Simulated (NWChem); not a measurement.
System: Si2H3Cl2F; SMILES Cl[Si@H]([SiH2]Cl)F

NWChem printed, in part:

```
             Northwest Computational Chemistry Package (NWChem) 7.3.0
             --------------------------------------------------------

                             Geometry "geometry" -> ""
                             -------------------------

 Output coordinates in angstroms (scale by  1.889725989 to convert to a.u.)

  No.       Tag          Charge          X              Y              Z
 ---- ---------------- ---------- -------------- -------------- --------------
    1 F                    9.0000     1.80515500    -0.86262800    -0.42663700
    2 Si                  14.0000     0.41761400    -0.79419100     0.40974700
    3 Cl                  17.0000    -0.67596700    -2.49048100    -0.01719400
    4 Si                  14.0000    -0.84262700     1.03066800    -0.33331600
    5 Cl                  17.0000     0.16333500     2.77278700     0.17381900
    6 H                    1.0000     0.76014900    -0.79515200     1.85498100
    7 H                    1.0000    -1.01359800     0.96927600    -1.81196400
    8 H                    1.0000    -2.17631600     1.02890600     0.33264400

 Effective nuclear repulsion energy (a.u.)     416.9532633481

                                 NWChem DFT Module
                                 -----------------

 Summary of "ao basis" -> "ao basis" (spherical)
 ------------------------------------------------------------------------------
       Tag                 Description            Shells   Functions and Types
 ---------------- ------------------------------  ------  ---------------------
 F                           6-31g*                  6       14   3s2p1d
 Si                          6-31g*                  8       18   4s3p1d
 Cl                          6-31g*                  8       18   4s3p1d
 H                           6-31g*                  2        2   2s

 in cosmo_initialize ...
 calling solv_data for solv:h2o

 solvent parameters
 solvname_short: h2o
 solvname_long:  water
 dielec:       78.4000
 dielecinf:     1.7769
 aqueous SMD model solvent descriptors
 dielec:       78.4000
 sola:          0.8200

          ---------------
          -cosmo- solvent
          ---------------
 Cosmo: York-Karplus, doi: 10.1021/jp992097l
 dielectric constant -eps-     =  78.40
 screen = (eps-1)/(eps    )    =   0.98724
 surface charge correction     = lagrangian

   van der Waals surface
 --------------------------

 ---------- ATOMIC COORDINATES (A.U.) ------------ VDWR(ANG.) --
     1    3.41124832   -1.63013055   -0.80622703     1.730
     2    0.78917603   -1.50080337    0.77430955     2.470
     3   -1.27739241   -4.70632667   -0.03249195     2.380
     4   -1.59233414    1.94768011   -0.62987591     2.470
     5    0.30865839    5.23980765    0.32847028     2.380
     6    1.43647332   -1.50261940    3.50540580     1.200
     7   -1.91542248    1.83166605   -3.42411546     1.200
     8   -4.11264090    1.94435041    0.62860601     1.200
 number of segments per atom =        128
 number of   points per atom =        128
 atom (   nspa,  nppa )
 ----------------------
    1 (     67,     0 )       0
    2 (     42,     0 )       0
    3 (     92,     0 )       0
    4 (     56,     0 )       0
    5 (     93,     0 )       0
    6 (     30,     0 )       0
    7 (     32,     0 )       0
    8 (     34,     0 )       0
 number of -cosmo- surface points =      446
 molecular surface =    172.724 angstrom**2
 molecular volume  =    174.862 angstrom**3
 -lineq- algorithm             =   0
 -bem- low  level              =   3
 -bem- from -octahedral-
 gaussian surface charge width =   4.50000
 degree of switching           =   1.00000
 switching function tolerance  =   0.00010
 atomic radii =
 --------------
    1  9.000  1.730
    2 14.000  2.470
    3 17.000  2.380
    4 14.000  2.470
    5 17.000  2.380
    6  1.000  1.200
    7  1.000  1.200
    8  1.000  1.200
 ...... end of -cosmo- initialization ......

 nat:                     8
 ixmem:                  3618
 calling mnsol_interface()
 G(SMD-CDS) energy (kcal/mol)  =     3.171
 SMD-CDS SASA (angstrom**2)    =   173.216

[...]

                                COSMO-SMD solvation results
                                ---------------------------

             internal energy in gas <Psi(g)|H|Psi(g)> =     -1600.463252480228
         internal energy in solvent <Psi(s)|H|Psi(s)> =     -1600.462582916885
                               delta internal energy  =         0.000669563343 (    0.42 kcal/mol)
   total free energy in solvent <Psi(s)|H+V/2|Psi(s)> =     -1600.467767613659
 polarization energy contribution <Psi(s)|V/2|Psi(s)> =        -0.005184696775 (   -3.25 kcal/mol)
    total free energy in solvent including G(SMD-CDS) =     -1600.462713910450
                       G(SMD-CDS) energy contribution =         0.005053703210 (    3.17 kcal/mol)
     1 M fixed-concentration free energy of solvation =         0.000538569778 (    0.34 kcal/mol)

                       DFT Final Molecular Orbital Analysis
                       ------------------------------------

 Vector   35  Occ=2.000000D+00  E=-3.539795D-01
              MO Center= -2.6D-01, -6.2D-01,  1.7D-01, r^2= 7.1D+00
   Bfn.  Coefficient  Atom+Function         Bfn.  Coefficient  Atom+Function
  ----- ------------  ---------------      ----- ------------  ---------------
    41      0.552915  3 Cl pz                75      0.332424  5 Cl px
    45      0.299379  3 Cl pz                37     -0.215800  3 Cl pz
    79      0.178256  5 Cl px                76     -0.171702  5 Cl py
    88     -0.167311  6 H  s                 77      0.150213  5 Cl pz
    71     -0.129961  5 Cl px                87     -0.111770  6 H  s

 Vector   36  Occ=2.000000D+00  E=-3.354217D-01
              MO Center= -3.7D-01,  2.1D+00, -9.7D-02, r^2= 3.2D+00
   Bfn.  Coefficient  Atom+Function         Bfn.  Coefficient  Atom+Function
  ----- ------------  ---------------      ----- ------------  ---------------
    77      0.531101  5 Cl pz                81      0.302100  5 Cl pz
    75     -0.292349  5 Cl px                92     -0.211377  8 H  s
    90      0.208424  7 H  s                 73     -0.207170  5 Cl pz
    59     -0.179887  4 Si pz                79     -0.165689  5 Cl px
    91     -0.152394  8 H  s                 89      0.151004  7 H  s

 Vector   37  Occ=2.000000D+00  E=-3.024632D-01
              MO Center= -1.8D-01,  2.4D-01,  1.2D-01, r^2= 5.1D+00
   Bfn.  Coefficient  Atom+Function         Bfn.  Coefficient  Atom+Function
  ----- ------------  ---------------      ----- ------------  ---------------
    76      0.253850  5 Cl py                40     -0.247748  3 Cl py
    22      0.232344  2 Si py                58     -0.224799  4 Si py
    75     -0.220569  5 Cl px                57      0.217490  4 Si px
    88     -0.195375  6 H  s                 23     -0.171433  2 Si pz
    41      0.165283  3 Cl pz                21     -0.161198  2 Si px

 Vector   38  Occ=0.000000D+00  E=-3.001133D-02
              MO Center= -3.8D-01,  4.6D-01, -4.4D-02, r^2= 5.0D+00
   Bfn.  Coefficient  Atom+Function         Bfn.  Coefficient  Atom+Function
  ----- ------------  ---------------      ----- ------------  ---------------
    62      0.637494  4 Si py                78     -0.557497  5 Cl s
    61      0.378006  4 Si px                80      0.374837  5 Cl py
    60      0.362921  4 Si s                 42      0.320774  3 Cl s
    26      0.296273  2 Si py                25      0.291690  2 Si px
    58      0.285572  4 Si py                44      0.266132  3 Cl py

 Vector   39  Occ=0.000000D+00  E=-8.506788D-03
              MO Center=  1.3D-02, -2.7D-01,  1.6D-01, r^2= 4.6D+00
   Bfn.  Coefficient  Atom+Function         Bfn.  Coefficient  Atom+Function
  ----- ------------  ---------------      ----- ------------  ---------------
    25      0.608149  2 Si px                90     -0.524332  7 H  s
    60      0.425876  4 Si s                 63     -0.407504  4 Si pz
    62     -0.382914  4 Si py                92      0.382669  8 H  s
     6     -0.354386  1 F  s                 24     -0.320947  2 Si s
    26     -0.318971  2 Si py                27     -0.315075  2 Si pz

 Vector   40  Occ=0.000000D+00  E= 2.699270D-02
              MO Center= -5.5D-01,  3.1D-01, -6.7D-02, r^2= 5.8D+00
   Bfn.  Coefficient  Atom+Function         Bfn.  Coefficient  Atom+Function
  ----- ------------  ---------------      ----- ------------  ---------------
    24      1.721833  2 Si s                 60     -1.179262  4 Si s
    62      1.038896  4 Si py                61     -0.745810  4 Si px
    26      0.630353  2 Si py                20      0.525157  2 Si s
    25     -0.460412  2 Si px                63     -0.425084  4 Si pz
    88     -0.377021  6 H  s                 27     -0.352319  2 Si pz

     Multipole analysis of the density
     ---------------------------------

     L   x y z        total         alpha         beta         nuclear
     -   - - -        -----         -----         ----         -------
     0   0 0 0     -0.000000    -37.000000    -37.000000     74.000000

     1   1 0 0     -0.584395      0.509326      0.509326     -1.603047
     1   0 1 0      0.020739     -1.453467     -1.453467      2.927673
     1   0 0 1      0.271425     -0.118065     -0.118065      0.507556

     2   2 0 0    -43.529491   -122.240370   -122.240370    200.951249
     2   1 1 0     -1.107904     -3.546162     -3.546162      5.984421
     2   1 0 1      1.219082     -4.031628     -4.031628      9.282337
     2   0 2 0    -49.708610   -505.473340   -505.473340    961.238069
     2   0 1 1     -1.222336     -0.574016     -0.574016     -0.074303
     2   0 0 2    -41.471543    -43.764726    -43.764726     46.057909
```

Level: PBE0/6-31G* (spherical d), SMD on the gas-phase geometry. Coordinates come from a PBE0/def2-SVP optimisation. Solvent: water.

Which NWChem input produces such a log?

Several could match; the one computed here: the input that was run:
```
start job
memory heap 200 mb stack 900 mb global 1100 mb
geometry units angstroms noautosym nocenter noautoz
  F      1.805155    -0.862628    -0.426637
  Si     0.417614    -0.794191     0.409747
  Cl    -0.675967    -2.490481    -0.017194
  Si    -0.842627     1.030668    -0.333316
  Cl     0.163335     2.772787     0.173819
  H      0.760149    -0.795152     1.854981
  H     -1.013598     0.969276    -1.811964
  H     -2.176316     1.028906     0.332644
end
basis spherical
  * library 6-31g*
end
dft
  xc pbe0
  iterations 150
end
cosmo
  do_cosmo_smd true
  solvent water
end
task dft energy
```
